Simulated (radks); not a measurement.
Results of a calculation; reference values are marked as such.
Problem. The mean radii <r> (bohr) of the occupied orbitals of an atom or ion are listed with their occupations. Code: a radial shooting solver on a logarithmic mesh with Libxc functionals. Model: non-relativistic Kohn-Sham, TPSS, spin-polarised, spherical densities, point nucleus; meta-GGA in the generalised Kohn-Sham scheme.

| orbital | occ. | <r> |
|---|---|---|
| 1s up | 1 | 0.02133 |
| 1s down | 1 | 0.02133 |
| 2s up | 1 | 0.08906 |
| 2s down | 1 | 0.08902 |
| 2p up | 3 | 0.07534 |
| 2p down | 3 | 0.07533 |
| 3s up | 1 | 0.2095 |
| 3s down | 1 | 0.2099 |
| 3p up | 2 | 0.1979 |

Name the element and its charge. Open shells, if any, are filled with parallel spins first.

Solution. Z = 71, lutetium, charge +57: Lu57+ in [Ne] 3s2 3p2. The 1s radius gives Z: for a bare nucleus <r> = 1.5/Z, 0.02113 bohr for Z = 71, and screening makes it slightly larger (0.02133 here). The occupations add up to 14, and the charge is Z minus that.
